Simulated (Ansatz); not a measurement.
Input for Ansatz (an electronic-structure program): R-BLYP/def2-TZVPPD on N2 (SMILES N#N) with ghost functions. Files ending in .json are basis or fitting sets from the Basis Set Exchange.

Ansatz 0.2 input:
```yaml
crystal:
  periodic: [false, false, false]
  atoms:
    - {symbol: N, position_ang: [0.06391486, 0.32300396, -1.09638648]}
    - {symbol: N, position_ang: [0.03054041, 0.11817665, -0.02597587]}
basis:
  gaussian:
    orbitals: def2-TZVPPD.json
    ghost_atoms:
      - {symbol: C, position_ang: [-0.07734372, -0.54918415, 3.42180616]}
      - {symbol: N, position_ang: [-0.11256096, -0.76755802, 4.54661485]}
      - {symbol: H, position_ang: [-0.04446972, -0.34468306, 2.37381701]}
hamiltonian:
  xc: {name: BLYP}
scf: {lower_state_search: off}
```

The head of its log:

```
WARN ansatz: RAYON_NUM_THREADS=2 ignored (pool sized by the plan → 2); use --threads N
Functional definition: BLYP
these checks for a lower state are left out or cut short: stability, starts, cluster_reference, orbital_swaps, neighbouring_geometries, increment
integrals: 0.05 GiB planned
743 factors; their error is unknown
mean field: 0.44 GiB planned
mean field evaluation 1: about -2979.2319 eV, gradient 3.3e1 eV
mean field evaluation 2: about -2979.1202 eV, gradient 3.3e1 eV
```

Question: Give the final energy of this run.

Answer: -109.5616 hartree.
